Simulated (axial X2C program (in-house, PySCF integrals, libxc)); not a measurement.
## BeBr: from the spin-free to the two-component result

Calculated with an axial X2C code built on PySCF integrals. Spin-free means the one-electron spin-free X2C Hamiltonian; two-component (2c) means X2C with spin–orbit coupling and atomic mean-field two-electron Coulomb and Gaunt terms, so the difference of the two also holds small scalar two-electron terms. Basis: Br dyall-cv3z [8s9p6d4f1g], Be dyall-cv3z [8s8p3d1f] (cores contracted in-house); Gaussian nuclei, density fitting, unrestricted open shells. Masses: Br 78.918 u, Be 9.012 u.

Spin-free state: M_S = 1/2, Λ = 0 (beyond evenly filled blocks: σα); fragments Br + Be.

```
  level  Re (Å)  ωe (cm⁻¹)  De (eV)  μ (D)
   PBE0   1.955      711.5    3.649   0.76
     HF   1.969      715.2    3.051   1.11
    MP2   1.960      723.5    3.597    n/a
   CCSD   1.960      722.6    3.071    n/a
CCSD(T)   1.961      720.3    3.178    n/a
  B3LYP   1.960      700.3    3.471   0.81
```

Correlated methods: 9 electrons correlated (number of frozen shells: Br 3 s, 2 p, 1 d; Be 1 s), 191 virtual spin orbitals or spinors in MP2, 90 natural virtuals in coupled cluster.

Dipoles are positive if Be is the positive end.

Two-component determinant lowest at the distance of the search:

Ω = 1/2 (⟨Sz⟩ = 0.50, ⟨Lz⟩ = 0.00 at HF); fragments Br + Be.

```
  level  Re (Å)  ωe (cm⁻¹)  De (eV)  μ (D)
   PBE0   1.955      710.5    3.545   0.75
     HF   1.969      714.3    2.888   1.10
    MP2   1.960      722.7    3.454    n/a
   CCSD   1.961      721.7    2.926    n/a
CCSD(T)   1.962      719.4    3.034    n/a
  B3LYP   1.960      699.2    3.319   0.80
```

Problem. From the two tables, how do the constants change at the CCSD(T) level (2c against spin-free)?

Solution. At the CCSD(T) level Re goes up by 0.001 Å and ωe decreases by 0.9 cm⁻¹; De changes by -0.144 eV.

The state is one determinant whose occupation by symmetry is held fixed; it was picked as the lowest of a PBE0 search that is not exhaustive. Dissociation energies refer to the lowest single-determinant-based atoms at the same level and basis. Density functionals use the spin component along the axis (collinear). CCSD and (T) use frozen natural virtuals with an MP2 correction for the truncation; (T) itself is uncorrected, so its De runs slightly low. Without a current term, density functionals place determinants with orbital angular momentum somewhat too high.
